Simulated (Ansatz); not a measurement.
Gas-phase electronic energies from Ansatz, PBE0-D4/def2-TZVP geometries. CCSD(T)/CBS adds triple-zeta CCSD(T) − MP2 to the extrapolated MP2 energy (def2 sets, frozen cores). Functionals use def2-TZVPP. B3LYP here is the variant with VWN-RPA as its local correlation; programs differ in this. For Ge outer-core shells are correlated without core-valence functions, which leaves a few kJ/mol of doubt a bond. Scalar relativity is left out up to krypton. One conformer a species, not always the lowest.

`C[O][Ge]([O]C)([O]C)[Si](Cl)(Cl)Cl` + `COC` → `C[O][Ge]([O]C)([O]C)[O]C` + `C[Si](Cl)(Cl)Cl`  (formal exchange of groups at a Ge–Si bond)

`C[O][Ge]([O]C)([O]C)[Si](Cl)(Cl)Cl`:

```xyz
20

C    -0.024   -0.422    2.705
O    -0.683   -0.821    1.518
Ge   -0.074   -0.323   -0.054
O     0.273    1.403    0.128
C     0.896    2.115   -0.921
O    -1.349   -0.613   -1.228
C    -2.651   -0.109   -0.990
Si    1.825   -1.560   -0.811
Cl    2.232   -1.165   -2.767
Cl    3.437   -1.007    0.314
Cl    1.516   -3.557   -0.581
H    -0.661   -0.707    3.544
H     0.139    0.659    2.736
H     0.942   -0.927    2.820
H     0.348    2.021   -1.865
H     1.928    1.784   -1.083
H     0.918    3.169   -0.639
H    -2.650    0.981   -0.882
H    -3.093   -0.550   -0.092
H    -3.267   -0.372   -1.852
```

`COC`:

```xyz
9

C    -1.065   -0.427    0.178
O     0.110   -0.026    0.822
C     1.078    0.424   -0.082
H    -1.521    0.402   -0.384
H    -1.766   -0.761    0.943
H    -0.880   -1.255   -0.522
H     0.723    1.293   -0.654
H     1.958    0.715    0.493
H     1.363   -0.364   -0.794
```

`C[O][Ge]([O]C)([O]C)[O]C`:

Cartesian coordinates in Å:
```
C 1.089 -0.123 -2.500
O 0.139 -0.679 -1.613
Ge 0.001 0.000 -0.001
O 1.508 -0.064 0.895
C 2.115 -1.323 1.106
O -1.265 -0.970 0.730
C -1.645 -0.691 2.063
O -0.379 1.713 -0.015
C -1.559 2.137 -0.669
H 1.026 -0.677 -3.439
H 0.890 0.934 -2.706
H 2.111 -0.210 -2.114
H 2.387 -1.811 0.163
H 3.025 -1.156 1.684
H 1.466 -2.004 1.668
H -0.813 -0.820 2.763
H -2.437 -1.392 2.333
H -2.031 0.329 2.175
H -2.458 1.701 -0.218
H -1.616 3.223 -0.572
H -1.553 1.883 -1.735
```

`C[Si](Cl)(Cl)Cl`:

Z-matrix (Å, degrees):
```
C
Si 1 1.841
H 1 1.092 2 110.0
H 1 1.092 2 110.0 3 120.0
H 1 1.092 2 110.0 3 -120.0
Cl 2 2.039 1 110.7 3 180.0
Cl 2 2.039 1 110.7 3 -60.0
Cl 2 2.039 1 110.6 3 60.0
```

**Question.** Is it downhill or uphill in electronic energy at CCSD(T)/CBS, and by how much? (An estimate is asked.)

**Answer.** Computed: Downhill: ΔE = -133.3 kJ/mol.

**Question.** What do these levels give: revPBE-D4, B97M-V, CAM-B3LYP-D4, PBE-QIDH, PBE, B3LYP, BHLYP, MP2/def2-SVP, CCSD(T)/def2-SVP, CCSD/def2-TZVPP, HF/CBS(def2), MP2/CBS(def2)? (An estimate is asked.)

**Answer.** Computed: revPBE-D4 -104.7, B97M-V -127.0, CAM-B3LYP-D4 -122.8, PBE-QIDH -132.9, PBE -106.9, B3LYP -120.0, BHLYP -132.3, MP2/def2-SVP -133.1, CCSD(T)/def2-SVP -121.1, CCSD/def2-TZVPP -136.1, HF/CBS(def2) -146.4, MP2/CBS(def2) -140.4 kJ/mol.

Largest T1 diagnostic among the species: 0.012.

Leaving LDA and LC-ωPBE aside and taking each functional with its dispersion term where it has one, the values, not all of them listed here, spread over 30.3 kJ/mol, from PBE-QIDH to PBE-D4. From PBE to PBE0 (25 % exact exchange), in def2-TZVPP and without D4, ΔE moves by −12.1 kJ/mol.
